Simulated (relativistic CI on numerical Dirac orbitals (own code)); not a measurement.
# Sensitivity of the levels of Mg VII to α

Computed by Dirac-Coulomb-Breit CI, KLI orbitals optimised for each configuration, derivatives by finite differences, unscaled Slater integrals, QED left out (own radial code, finite nucleus).

CI space (outside the closed core 1s2): 2s2 2p2, 2s 2p3, 2p4, 2s2 2p 3s, 2s2 2p 3p, 2p3 3s, 2s2 2p 3d, 2p3 3p. Levels of other configurations are missing.

With x = (α/α₀)² − 1 an excitation energy changes as ω = ω₀ + qx; K = 2q/ω₀ is the relative enhancement. Terms are leading LS components, so labels can repeat.

Lowest level 2s2 2p2 3P_0.

```csv
Level,ω₀ (cm⁻¹),q (cm⁻¹),K
2s2 2p2 3P_1,1101,1201,2.18
2s2 2p2 3P_2,2898,2953,2.04
2s2 2p2 1D_2,43482,2181,0.1
2s2 2p2 1S_0,81947,2641,0.0645
2s 2p3 5S°_2,106768,5358,0.1
2s 2p3 3D°_3,233994,5371,0.0459
2s 2p3 3D°_2,234113,5420,0.0463
2s 2p3 3D°_1,234184,5504,0.047
2s 2p3 3P°_1,275831,5686,0.0412
2s 2p3 3P°_2,275839,5741,0.0416
2s 2p3 3P°_0,275884,5713,0.0414
2s 2p3 1D°_2,367883,5793,0.0315
2s 2p3 3S°_1,374771,5818,0.031
```

At this charge configurations can still be misplaced by up to about 7 % of their energy.
